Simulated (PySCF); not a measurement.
# One molecule, several mistakes: AlH5N2Si

These are calculations, not measurements. They come from PySCF 2.14.0, an open-source quantum chemistry program, on an isolated molecule that a program drew, which may never have been made. The molecule is AlH5N2Si (charge 0, singlet), drawn as the SMILES string `N=[SiH][NH][AlH2]`.

Each row is a Hartree-Fock (HF) and frozen-core CCSD(T) single point in the cc-pV(D+d)Z basis, meant for a local HF minimum. Run 1 is clean. Each other run has one planted mistake out of seven kinds, and not every kind appears here: one electron removed, one electron added, multiplicity raised by two, geometry at a saddle point, minimal basis STO-3G, one bond length entered in bohr, all coordinates scaled. The reference is restricted for singlets and unrestricted otherwise, and also for a bond in bohr. Adding or removing an electron swaps singlet and doublet. Electrons count all cores. HOMO and LUMO are orbital energies over both spins, the gradient is its largest component, and the lowest frequency (negative if imaginary) is given only where the gradient is small. Bond lengths are over the 8 bonds as drawn. T1 is the CCSD diagnostic: over 0.02 (restricted) or 0.045 (unrestricted) a single reference is doubtful.

Geometry of the clean run:
```xyz
9
AlH5N2Si, angstrom
N    -3.1290   -1.3522    2.3893
Si   -1.8315   -1.8239    1.6565
N    -0.4318   -0.9885    1.1724
Al    0.0373    0.7429    1.3474
H    -3.3681   -0.4362    2.7128
H    -1.7081   -3.2353    1.2754
H     0.2412   -1.5808    0.7104
H    -0.9517    1.7362    2.0558
H     1.4409    1.1565    0.7651
```

```
run,electrons,basis functions,<S^2>,HOMO (eV),LUMO (eV),gradient (hartree/bohr),lowest frequency (cm^-1),mean bond (Å),longest bond (Å),T1,HF (hartree),CCSD(T) (hartree),mistake
1,46,99,0.000,-9.58,1.37,3.4e-05,131,1.4609,1.802,0.0174,-642.69584,-643.24841,no fault
2,46,99,1.247,-6.97,0.58,3.5e-02,-,1.6614,3.406,0.0337,-642.54104,-643.06083,one bond length entered in bohr
3,46,99,0.000,-9.91,1.51,6.8e-02,-,1.3850,1.709,0.0151,-642.66542,-643.20616,all coordinates scaled
4,46,99,2.027,-4.80,0.70,1.3e-01,-,1.4609,1.802,0.0298,-642.57004,-643.08697,multiplicity raised by two
5,45,99,0.760,-15.83,-6.23,1.3e-01,-,1.4609,1.802,0.0246,-642.42154,-642.92388,?
```

**Which mistake was planted in run 5, and what did it cost?**

It counts 45 electrons, one fewer than the clean run, at the same geometry and basis. So the mistake is: one electron removed. Subtracting run 1 and multiplying by 627.51 kcal/mol a hartree, the energy moved by 172.1 kcal/mol in HF and 203.6 kcal/mol in CCSD(T).

